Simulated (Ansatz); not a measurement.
One elementary step

Start structure (GaPH₅Br, singlet), relaxed at PBE0-D4/def2-TZVP:

```
8
angstrom
Ga -0.7610 -0.5686 -1.0866
Br 0.9820 0.4034 -2.3513
H -0.6183 -2.1157 -0.9159
H -2.0916 0.2504 -1.1258
H 0.5614 1.6968 0.9865
P 0.3488 0.3059 1.0017
H 1.6778 -0.1291 1.1579
H -0.0991 0.1569 2.3336
```

The step: GaH₂Br ([GaH2][Br]) + PH₃ → GaPH₄ ([PH2][GaH2]) + HBr (still joined by a long Ga–Br bond); bonds formed: Br2–H5; bonds broken: H5–P6; bonds weakened to dative contacts: Ga1–Br2. Computed with Ansatz 0.2.0 (basis: def2-TZVPP and def2-QZVPP); correlated methods freeze the cores. Filled d shells of the heavier atoms are correlated. The def2 sets are not built for correlating such inner shells, so the correlated values are less sure here. Extrapolation: Hartree–Fock as exp(−7.88 √X), correlation as X^−2.97. Energies below are by CCSD(T) at an estimated basis limit (MP2 extrapolated from triple and quadruple zeta, plus CCSD(T) − MP2 in triple zeta).

(1) What are the electronic barrier and the energy of the step, from the start structure to the end structure? (An estimate is asked for; the value comes from the calculation.)

No T1 diagnostic of these runs exceeds 0.012.

Answers

(1) The calculation gives: Barrier 1.672 eV; step energy 1.343 eV (uphill); reverse barrier, their difference, 0.329 eV. Barrier and step energy count from the start structure, the reverse barrier from the end structure.

The saddle point: One imaginary mode of 480i cm⁻¹.
| pair | start (Å) | saddle (Å) | end (Å) |
| --- | --- | --- | --- |
| Br2–H5 | 3.60 | 1.63 | 1.42 |
| Ga1–Br2 | 2.36 | 2.67 | 2.94 |
| H5–P6 | 1.41 | 1.97 | 3.43 |

Zero-point energy (harmonic, PBE0-D4): ZPE is 1.134 eV at the start and 1.005 eV at the saddle, so the barrier goes from 1.672 to 1.543 eV.

Labels in which every atom is bracketed show which atoms are joined, not bond orders.

For scale, one of the runs: CCSD(T)/def2-TZVPP, 208 basis functions (an equivalent command: `ansatz run in.yaml --threads 4`). Time: 110 s of wall clock on 4 CPU threads; the host was shared. Peak host memory: 2.7 GiB.
